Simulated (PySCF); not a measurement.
Vertical excitations of a molecule C₃H₃F₃ from TDDFT-PBE/def2-SVPD (PySCF 2.14.0), as energy in eV (oscillator strength): 6.78 (0.004), 7.42 (0.020), 7.56 (0.003), 7.99 (0.009), 8.01 (0.005), 8.26 (0.016), 8.48 (0.023), 8.83 (0.018), 8.88 (0.058), 9.23 (0.023). Lowest triplet (TDA): 6.39 eV. Geometry optimised at r2SCAN-D4/def2-SVP. Other conformers were not sampled.

Task: Which structure fits?
A) F[C@H]1CC1(F)F
B) C=C(F)C(F)F
C) F[C@H]1[C@H](F)[C@H]1F
D) F/C=C\C(F)F

Result: A, F[C@H]1CC1(F)F
